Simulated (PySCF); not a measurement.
HSe, SMILES [SeH], multiplicity 2. Atoms are numbered in the order given.

```xyz
2

Se     0.0000     0.0000    -0.0421
H      0.0000     0.0000     1.4327
```
Charge 0, spin multiplicity 2.

Coordinates come from a B3LYP-D3(BJ)/def2-TZVPD optimisation.

The numbers are results of M06-2X/def2-TZVPD (PySCF), not measurements.

Mulliken values depend strongly on the basis, most of all with diffuse functions as here. ESP charges are fitted to the potential on shells at 1.4 to 2.0 van der Waals radii. Atomic charges (e):

```csv
atom,meta-Löwdin,ESP fit,Mulliken,Mulliken spin
Se1,-0.07,___,-0.17,1.02
H2,0.07,___,0.17,-0.02
```

Problem. Complete the blanks. (Estimate from the structure and the level; the computed values follow.)

Solution. 
- Se1, ESP fit: -0.11
- H2, ESP fit: 0.11
